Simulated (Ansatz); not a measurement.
Cs3I2: single points at one geometry.

```yaml
crystal:
  periodic: [false, false, false]
  atoms:
    - {symbol: Cs, position_ang: [-1.774370, -1.427297, 1.739117]}
    - {symbol: Cs, position_ang: [-1.027590, 1.380392, -2.291550]}
    - {symbol: Cs, position_ang: [2.806621, 0.048031, 0.550662]}
    - {symbol: I, position_ang: [0.292586, -1.978799, -1.320328]}
    - {symbol: I, position_ang: [-0.297236, 1.977673, 1.322109]}
basis:
  gaussian: {orbitals: def2-TZVP, initial_orbitals: start.molden}
magnetization: {spin_polarized: true, initial_magnetization: 1}
hamiltonian: {xc: pbe, dispersion: d4}
scf: {omitted_lower_state_checks: [starts]}
output: {forces: true, orbitals: {seedname: orbitals}}
```

The file start.molden holds the orbitals of an earlier run on this structure, at another level or in another basis.

```sh
$ ansatz run in.yaml --threads 4 --pin off --events-out ev --progress --plain --max-ram 4787MiB
```

Shortened log:

```
Functional definition: PBE
1688 factors; their error is unknown
mean field evaluation 1: about -17853.3436 eV, gradient 4.2e0 eV
mean field evaluation 2: about -17853.4068 eV, gradient 9.5e-2 eV
mean field evaluation 4: about -17853.3887 eV, gradient 6.1e-4 eV
mean field -17853.38866281 eV, -656.0999318967 hartree, gradient 1.3e-5 eV, S^2 0.750174; 0 other end points of the search recorded, 0 dependent functions left out
reference -17853.38872575 eV, -656.0999342098 hartree; 39, 38 occupied and 148, 149 virtual orbitals, 1688 factors
Total energy: -17853.59573486 eV, -656.1075416543 hartree
Atom 0 at    -1.774370    -1.427297     1.739117 Å, force     0.056748     0.046946    -0.055945 eV/Å
Atom 1 at    -1.027590     1.380392    -2.291550 Å, force     0.033566    -0.046358     0.074808 eV/Å
Atom 2 at     2.806621     0.048031     0.550662 Å, force    -0.087836    -0.000167    -0.016513 eV/Å
Atom 3 at     0.292586    -1.978799    -1.320328 Å, force    -0.013015     0.074115     0.047085 eV/Å
Atom 4 at    -0.297236     1.977673     1.322109 Å, force     0.010537    -0.074536    -0.049434 eV/Å
Dipole moment:    -0.006229    -0.002561     0.001120 e Å
Checks for a lower state left out: starts
```

Hardware: 4 threads of Arm Neoverse V2 on a shared host. Wall time 9 s.

The first input with `hamiltonian: {xc: pbe0, dispersion: d4}`, `output: {orbitals: {seedname: orbitals}}` (abridged; 15 s):

```
Functional definition: PBE0
mean field -17854.34042940 eV, -656.1349086738 hartree, gradient 1.4e-5 eV, S^2 0.750358
Total energy: -17854.52517181 eV, -656.1416978322 hartree
Checks for a lower state left out: starts
```

The first input with `gaussian: {orbitals: def2-SVP, initial_orbitals: start.molden}`, `hamiltonian: {xc: pbe0, dispersion: d4}`, `output: {orbitals: {seedname: orbitals}}` (abridged; 9 s):

```
Functional definition: PBE0
mean field -17853.85441763 eV, -656.1170480707 hartree, gradient 2.9e-5 eV, S^2 0.750387
Total energy: -17854.03915985 eV, -656.1238372221 hartree
Checks for a lower state left out: starts
```

Geometry: PBE-D4/def2-SVP.

In the def2 sets Cs, I take a core potential; there is no spin–orbit coupling. The structure comes from a short search, and lower isomers may exist.
